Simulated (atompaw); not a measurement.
## Ranking PAW (atompaw) potentials for Os (Z = 76)

All share these settings but for the change named:

Os (Z = 76), PAW, made with atompaw 4.2.0.5 (LDA (PW92), scalar-relativistic). Core [Xe] 4f14, reference 5d6 6s0 6p0 (charge +2). Waves: 6s (bound, empty); 6s channel at 3.2 Ry; 6p (bound, empty); 6p channel at 4.3 Ry; 5d (bound); 5d channel at -1.1 Ry. Local part: bessel scheme, radius 2.40 bohr. Core correction: smooth core density matched at 2.40 bohr. Augmentation charge: sinc compensation charge, radius 2.20 bohr; PAW radius 2.85 bohr; waves and projectors: bloechl.

Cutoff: the first of the cutoffs (Ry, on a coarse ladder) from which the occupation-weighted sum of valence levels, in a spherical-Bessel basis at the reference potential, stays within 10 and 1 mRy of its value at 400 Ry; the density cutoff is not measured.

The base gives 21 Ry.

Of 9 variants that were run, those that failed, showed a ghost or another fault, or gave nearly equal values are left out.

A variant can come out equal or close to the base.

Rank these variants from softest to hardest (loose cutoff).
A. reference 5d6 6s2 6p0
B. waves 6s (bound): rc 2.85 bohr; 6s channel at 3.2 Ry: rc 2.85 bohr; 6p (bound): rc 2.85 bohr; 6p channel at 4.3 Ry: rc 2.85 bohr; 5d (bound): rc 2.05 bohr; 5d channel at -1.1 Ry: rc 2.05 bohr; augmentation sinc compensation charge, radius 2.20 bohr; PAW radius 2.85 bohr; waves and projectors: custom rrkj vanderbiltortho
C. core [Kr] 4d10 4f14, valence charge 16; reference 5s2 5p6 5d6 6s2 6p0; waves now 5s (bound); 6s (bound); 5p (bound); 6p (bound); 5d (bound); 5d channel at 1.75 Ry; local potential bessel scheme, radius 2.00 bohr; core correction smooth core density matched at 2.10 bohr; augmentation sinc compensation charge, radius 2.00 bohr; PAW radius 2.55 bohr; waves and projectors: bloechl
D. wave 6s channel at 3.2 Ry becomes 6s channel at 2.81 Ry

A (18 Ry), D (21 Ry), B (25 Ry), C (30 Ry).
